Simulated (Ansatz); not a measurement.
Species: CH3Te, charge 0, doublet. CH3Te (SMILES C[Te], doublet).
B3LYP-D3(BJ)/def2-TZVP minimum from Ansatz (an electronic-structure program):
```xyz
5

Te     0.2547     0.0887    -0.2003
C     -1.3803    -0.4786     1.0935
H     -1.0225    -1.1553     1.8637
H     -2.1075    -0.9922     0.4653
H     -1.8339     0.4091     1.5241
```
Charge 0, spin multiplicity 2.

Total energies in def2-TZVPP, 13 correlated electrons, 10 frozen orbitals. Radicals and triplets start from unrestricted determinants; spin-orbit coupling is neglected. Correlated methods leave the cores frozen (noble-gas shells, and filled d and f shells in the p block). Past Kr the def2 sets carry scalar-relativistic core potentials. Spin-orbit terms, left out, reach several kcal/mol for Br and I, and more for heavier atoms.

```tsv
method	program	energy (Eh)	minus CCSDT(Q) (mEh)
HF	Ansatz	-306.62392	334.89
MP2	Ansatz	-306.91466	44.16
CCSD	Ansatz	-306.94493	13.89
CCSD(T)	Ansatz	-306.95738	1.43
CCSDT(Q)	Ansatz	-306.95881	0.00
```

Rough core times of Ansatz's runs on a shared machine: CCSD(T) 2 min, CCSDT(Q) 40 min.
